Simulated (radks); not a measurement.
Results of a calculation; reference values are marked as such.
Spherical jellium clusters: N electrons in a uniform positive sphere of charge N and radius rs N^(1/3), rs = 5.14 bohr. Level of theory: non-relativistic Kohn-Sham, LDA (Slater exchange, Perdew-Wang correlation), spin-polarised, spherical densities (a radial shooting solver with Libxc functionals). Levels are named by radial order and angular momentum (1s, 1p, 1d, 2s, ...), and open shells are averaged over m.

N = 28, configuration 1s2 1p6 1d10 2s2 1f(up 7, down 1). This is the lowest configuration that the search found. Occupied and some empty levels:

| level | occupation | eigenvalue (eV) | <r> (bohr) |
|---|---|---|---|
| 1s up | 1 | -3.9413 | 9.718 |
| 1s down | 1 | -3.8011 | 9.055 |
| 1p up | 3 | -3.5703 | 11.26 |
| 1p down | 3 | -3.3730 | 10.99 |
| 1d up | 5 | -3.0803 | 12.23 |
| 1d down | 5 | -2.8577 | 12.15 |
| 2s up | 1 | -2.7747 | 9.187 |
| 2s down | 1 | -2.6760 | 9.611 |
| 1f up | 7 | -2.4832 | 13.00 |
| 1f down | 1 | -2.2525 | 13.04 |
| 2p up | 0 | -1.9943 | 10.77 |
| 2p down | 0 | -1.8952 | 10.89 |
| 1g up | 0 | -1.7938 | 13.71 |
| 1g down | 0 | -1.5666 | 13.83 |
| 2d up | 0 | -1.2214 | 12.66 |
| 2d down | 0 | -1.1111 | 12.76 |

Energy (eV): total -51.6880, kinetic 31.666, external -1632.9, Hartree 813.67, exchange-correlation -84.198, background 820.10.
